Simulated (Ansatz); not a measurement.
Species: CH4FGa, charge 0, singlet. CH4FGa (SMILES [CH3][GaH][F]).
B3LYP-D3(BJ)/def2-TZVP minimum from Ansatz (a first-principles code):
```
C
H 1 1.0886
H 1 1.0914 2 109.24
H 1 1.0914 2 109.24 3 117.51
Ga 1 1.9625 2 110.16 3 -121.25
F 5 1.7780 1 114.28 2 0.00
H 5 1.5606 6 112.27 2 180.00
```
Charge 0, spin multiplicity 1.

Total energies in cc-pVDZ, 18 correlated electrons, 16 frozen orbitals. Radicals and triplets start from unrestricted determinants; spin-orbit coupling is neglected. Cores are frozen in correlated methods (noble-gas shells, and filled d and f shells in the p block). No relativity.

```json
[
 {"method": "HF", "program": "Ansatz", "energy (Eh)": "-2062.89558", "minus CCSDT(Q) (mEh)": "441.96"},
 {"method": "MP2", "program": "Ansatz", "energy (Eh)": "-2063.29871", "minus CCSDT(Q) (mEh)": "38.83"},
 {"method": "CCSD", "program": "Ansatz", "energy (Eh)": "-2063.32706", "minus CCSDT(Q) (mEh)": "10.48"},
 {"method": "CCSD(T)", "program": "Ansatz", "energy (Eh)": "-2063.33590", "minus CCSDT(Q) (mEh)": "1.64"},
 {"method": "CCSDT(Q)", "program": "Ansatz", "energy (Eh)": "-2063.33754", "minus CCSDT(Q) (mEh)": "0.00"}
]
```

Rough core times of Ansatz's runs on a shared machine: CCSD(T) under 20 s, CCSDT(Q) 3 min.
